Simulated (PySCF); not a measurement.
C7H7F3S.
SMILES with atom numbers: `[CH3:1][c:2]1[cH:3][s:4][c:5]([CH2:6][C:7]([F:8])([F:9])[F:10])[cH:11]1`

Structure used (GFN2-xTB), in Å, numbered top down from 1:
```xyz
18
C7H7F3S angstrom
C     -2.951   -0.312   -0.438
C     -1.664    0.203    0.111
C     -1.504    1.409    0.718
S      0.113    1.687    1.231
C      0.600    0.140    0.623
C      2.024   -0.302    0.715
C      2.716   -0.172   -0.634
F      4.001   -0.558   -0.572
F      2.718    1.086   -1.093
F      2.140   -0.926   -1.581
C     -0.445   -0.523    0.059
H     -3.217   -1.252    0.045
H     -3.752    0.405   -0.278
H     -2.855   -0.500   -1.507
H     -2.246    2.161    0.898
H      2.093   -1.352    1.011
H      2.578    0.311    1.427
H     -0.357   -1.499   -0.385
```

Definitions: NICS(0) = −σiso at the ring centroid; NICS(1) = −σiso and NICS(1)zz = −σzz at ±1 Å along the ring normal z. Level: GIAO PBE0/pcSseg-1 (PySCF, non-relativistic, gas phase) on the GFN2-xTB geometry, one conformer.

Ring bond lengths (Å), with Mayer bond orders in brackets: C2–C3 1.359 (1.58), C3–S4 1.719 (1.16), S4–C5 1.732 (1.17), C5–C11 1.359 (1.53), C11–C2 1.420 (1.23).

Question: Give the NICS values of each ring in ppm.

Answer: 
```csv
ring,type,NICS(0),"NICS(1), two faces","NICS(1)zz, two faces",rms pucker (Å),"centre to ring atoms, mean (Å)"
C2–C3–S4–C5–C11,5-membered ring with S; formal bonds all aromatic,-11.8,-10.8 / -10.6,-24.9 / -23.6,0.00,1.29
```

Question: What can be read from them?

Answer: 
- C2–C3–S4–C5–C11: mean NICS(1)zz -24.3 ppm, shielded. The ring is flat and has no four-coordinate atom; by the NICS criterion it is aromatic.

Question: How equal are the bonds by HOMA? HOMA = 1 − mean of α(R − Ropt)² over the ring bonds, with Krygowski's 1993 parameters (CC: Ropt 1.388 Å, α 257.7 Å⁻²; CS: Ropt 1.677 Å, α 94.09 Å⁻²).

Answer: 
- C2–C3–S4–C5–C11: HOMA 0.77; the largest term is that of S4–C5, α(R − Ropt)² = 0.29. The geometric and the magnetic index point the same way.

Question: At the first NICS(1) probe listed for ring C2–C3–S4–C5–C11, 1 Å off the ring, what do the in-plane components average?

Answer: The isotropic value is a third of the trace: (3 × -10.8 − (-24.9))/2 = -3.8 ppm.

Question: Give the inner angles of the rings and the Hirshfeld charges of the ring atoms.

Answer: 
- C2–C3–S4–C5–C11: C2 111.7° (-0.012 e), C3 112.8° (-0.093 e), S4 90.8° (+0.096 e), C5 111.4° (-0.038 e), C11 113.3° (-0.079 e); sum 540.0° against 540° for a flat convex ring.

Question: What are the shieldings of the ring atoms and their hydrogens in the same run (means over atoms taken as equivalent)?

Answer: 
```
atoms                        environment  σ isotropic (ppm)  principal values of the symmetric part, first atom (ppm)
   C2        substituted aromatic carbon               43.3                                        -34.0, 23.1, 141.0
   C3  aromatic CH next to a ring sulfur               57.7                                        -23.0, 64.5, 131.6
   S4              thiophene-type sulfur              268.2                                       122.5, 321.7, 360.3
   C5        substituted aromatic carbon               44.8                                        -36.4, 41.6, 129.2
  C11                 aromatic CH carbon               50.8                                        -29.8, 43.3, 138.8
  H15                  aromatic hydrogen              24.98                                          21.7, 25.5, 27.7
  H18                  aromatic hydrogen              24.56                                          21.1, 23.4, 29.3
```
